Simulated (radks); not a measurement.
Question: The mean radii <r> (bohr) of the occupied orbitals of an atom or ion are listed with their occupations. Method: scalar-relativistic Kohn-Sham, BLYP, spin-polarised, spherical densities, finite nucleus; Fermi nuclear charge, rms radius of each element as measured or else 0.836 A^(1/3) + 0.57 fm; computed with a radial shooting solver on a logarithmic mesh with Libxc functionals.

orbital  occ.      <r>
1s up       1  0.01932
1s down     1  0.01932
2s up       1  0.08185
2s down     1  0.08184
2p up       3  0.07292
2p down     3  0.07292
3s up       1   0.2127
3s down     1   0.2126
3p up       3   0.2124
3p down     3   0.2122
3d up       5   0.1925
3d down     5   0.1924
4s up       1   0.4744
4s down     1   0.4745
4p up       3   0.5020
4p down     3   0.5019
4d up       5   0.5342
4d down     5   0.5336
5s up       1    1.025
4f up       7   0.5934
4f down     3   0.5915
5p up       3    1.122

Name the element and its charge. Open shells, if any, are filled with parallel spins first.

Answer: Z = 71, lutetium, charge +11: Lu11+ in [Kr] 4d10 4f10 5s1 5p3. The 1s radius gives Z: for a bare nucleus <r> = (2 gamma + 1)/(2Z) with gamma = sqrt(1 - (Z/c)^2), 0.01909 bohr for Z = 71, and screening makes it slightly larger (0.01932 here). The occupations add up to 60, and the charge is Z minus that.
